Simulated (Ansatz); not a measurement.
Species: C$_{3}$H$_{6}$Si, SMILES `[SiH3]C1C=C1` with one electron removed (charge 1, multiplicity 2), formula C3H6Si.

**Question.** How many basis functions does Ansatz (an electronic-structure program) with frozen-core CCSD(T)/cc-pVTZ // PBE-D3(BJ)/def2-TZVP use, how many core orbitals are frozen, and how many electrons are correlated?

**Answer.** 208 basis functions and 8 frozen orbitals, which leaves 21 correlated electrons. Core time is of the order of minutes.
